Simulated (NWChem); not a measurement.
Molecule: C3H3ClF2; SMILES F[C@@H]1[C@H](F)[C@H]1Cl

```xyz
9

F      0.2101    -1.6327     1.4108
C     -0.4323    -0.6280     0.7569
C     -0.4323    -0.6280    -0.7569
F      0.2101    -1.6327    -1.4108
C      0.4127     0.3651     0.0000
Cl     0.0419     2.0912     0.0000
H     -1.3385    -0.2697     1.2779
H     -1.3385    -0.2697    -1.2779
H      1.4917     0.1354     0.0000
```
Atoms are numbered in this order, from 1.

Level: PBE-D3(BJ)/def2-SVP (NWChem), optimised geometry, unscaled harmonic frequencies. 

```json
[
 {"frequency (cm⁻¹)": "168", "IR intensity (km/mol)": "2.9"},
 {"frequency (cm⁻¹)": "207", "IR intensity (km/mol)": "2.4"},
 {"frequency (cm⁻¹)": "232", "IR intensity (km/mol)": "10.3"},
 {"frequency (cm⁻¹)": "308", "IR intensity (km/mol)": "1.5"},
 {"frequency (cm⁻¹)": "370", "IR intensity (km/mol)": "1.3"},
 {"frequency (cm⁻¹)": "637", "IR intensity (km/mol)": "24.8"},
 {"frequency (cm⁻¹)": "790", "IR intensity (km/mol)": "1.5"},
 {"frequency (cm⁻¹)": "822", "IR intensity (km/mol)": "76.5"},
 {"frequency (cm⁻¹)": "892", "IR intensity (km/mol)": "0.0"},
 {"frequency (cm⁻¹)": "977", "IR intensity (km/mol)": "0.9"},
 {"frequency (cm⁻¹)": "1001", "IR intensity (km/mol)": "5.2"},
 {"frequency (cm⁻¹)": "1045", "IR intensity (km/mol)": "2.6"},
 {"frequency (cm⁻¹)": "1101", "IR intensity (km/mol)": "51.6"},
 {"frequency (cm⁻¹)": "1142", "IR intensity (km/mol)": "41.5"},
 {"frequency (cm⁻¹)": "1159", "IR intensity (km/mol)": "57.7"},
 {"frequency (cm⁻¹)": "1221", "IR intensity (km/mol)": "11.7"},
 {"frequency (cm⁻¹)": "1313", "IR intensity (km/mol)": "34.2"},
 {"frequency (cm⁻¹)": "1436", "IR intensity (km/mol)": "32.9"},
 {"frequency (cm⁻¹)": "3078", "IR intensity (km/mol)": "0.6"},
 {"frequency (cm⁻¹)": "3084", "IR intensity (km/mol)": "11.5"},
 {"frequency (cm⁻¹)": "3108", "IR intensity (km/mol)": "4.9"}
]
```

```json
{
  "zero_point_energy": "34.4 kcal/mol",
  "thermal correction to the enthalpy at 298.15 K (with zero-point energy)": "38.7 kcal/mol",
  "heat capacity Cv": "19.7 cal/(mol K)",
  "entropy at 298.15 K and 1 atm (symmetry number 1)": "78.0 cal/(mol K)",
  "dipole_moment": "1.07 D"
}
```

Rigid rotor and harmonic oscillator.
